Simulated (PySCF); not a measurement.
**Electronic structure of Mg⁺ (magnesium, charge +1) at the r2SCAN level**

Configuration: [Ne] 3s1, 2S determinant. Calculation: PySCF 2.14, in cc-pVTZ-DK (5s4p2d1f, 34 functions); the spin-free X2C one-electron Hamiltonian (Gaussian nucleus).

* Total energy: -200.0775 hartree
* One-electron energy: -275.9667 hartree
* Hartree (Coulomb) energy: 92.1624 hartree
* Exchange-correlation energy: -16.2732 hartree
* ⟨S²⟩: 0.7501
* ⟨L²⟩: 0.000
* Sum of ⟨r⟩: 8.551 bohr
* Sum of ⟨r²⟩: 13.69 bohr²
* Langevin diamagnetic susceptibility: -10.8 ×10⁻⁶ cm³/mol
* Time after the integrals: 0.46 s of wall time on 1 thread of Neoverse-N1 (shared host)

```json
{"shell": "1s α", "electrons": "1", "mean orbital energy (eV)": "-1278.6", "rms radius, mean of both spins (bohr)": "0.151"}
{"shell": "1s β", "electrons": "1", "mean orbital energy (eV)": "-1278.5", "rms radius, mean of both spins (bohr)": "0.151"}
{"shell": "2s α", "electrons": "1", "mean orbital energy (eV)": "-92.123", "rms radius, mean of both spins (bohr)": "0.760"}
{"shell": "2s β", "electrons": "1", "mean orbital energy (eV)": "-92.049", "rms radius, mean of both spins (bohr)": "0.760"}
{"shell": "2p α", "electrons": "3", "mean orbital energy (eV)": "-57.266", "rms radius, mean of both spins (bohr)": "0.776"}
{"shell": "2p β", "electrons": "3", "mean orbital energy (eV)": "-57.146", "rms radius, mean of both spins (bohr)": "0.776"}
{"shell": "3s α", "electrons": "1", "mean orbital energy (eV)": "-12.073", "rms radius, mean of both spins (bohr)": "2.98"}
```
